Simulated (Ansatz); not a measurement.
The cluster GeS2⁻ (the lowest doublet isomer of a short search) was relaxed with PBE0-D4 (def2-TZVPD) in Ansatz in these states: charge -1 doublet, charge -1 quartet. The geometries follow in no particular order.

A:

```
atom   x (Å)   y (Å)   z (Å)
 Ge1   0.271   0.402  -0.320
  S2   1.120  -1.521  -0.436
  S3  -1.392   1.119   0.756
```

B:

| atom | x (Å) | y (Å) | z (Å) |
| --- | --- | --- | --- |
| Ge1 | -0.154 | -0.744 | 0.585 |
| S2 | -1.219 | -0.107 | -1.244 |
| S3 | 1.373 | 0.851 | 0.659 |

Task: Judge from the bond lengths which geometry belongs to which state (an estimate).

Result: A is the charge -1 doublet (Ge1–S2 2.106 Å, Ge1–S3 2.106 Å); B is the charge -1 quartet (Ge1–S2 2.210 Å, Ge1–S3 2.210 Å).

At PBE0-D4/def2-TZVPD the highest occupied level of the charge -1 quartet lies above zero (up to 0.73 eV). It is a level of α spin, whose loss leaves a triplet; that state wasn't run at this geometry and level. The electron is either unbound and held by the finite basis, or the level is raised by self-interaction error. At PBE0-D4/def2-TZVPD a doublet lies 2.56 eV below the charge -1 quartet. These are the stationary points nearest to one start from a short search; other shapes may lie lower in each state.
